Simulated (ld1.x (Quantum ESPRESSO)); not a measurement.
## Configuration tests for phosphorus (P) (TM)

ld1.x (Quantum ESPRESSO) 7.5 input, shortened:

```
&input
   title='P', zed=15., rel=0, dft='PBE', iswitch=3,
   config='[Ne] 3s2 3p3 3d-2'
 /
 &inputp
   pseudotype=2, tm=.true., lloc=2,
   nlcc=.false.
 /
3
3S  1  0   2.00   0.00  1.65  1.65  0.0
3P  2  1   3.00   0.00  2.05  2.05  0.0
3D  3  2  -2.00   0.10  2.25  2.25  0.0
 &test
   configts(1)='3s2 3p3'
 /
```

Energies are relative to the spin-unpolarised reference configuration 3s2 3p3; without spin polarisation the order of configurations can differ from experiment.

```tsv
valence configuration	charge	ΔE all-electron (eV)	error AE − PS (meV)
3s2 3p2	+1	9.742	+1.6
3s2 3p1	+2	28.901	+16
3s2 3p0	+3	58.651	+78
3s2 3p2.5	+0.5	3.781	+0.2
3s2 3p3.3	-0.3	-1.310	0.0
3s0 3p5	0	17.023	+3.1
```

**Question.** What are ΔE and the potential's error for 3s1 3p0?

**Answer.** ΔE = 110.532 eV all-electron; the error (AE − PS) is +253 meV.
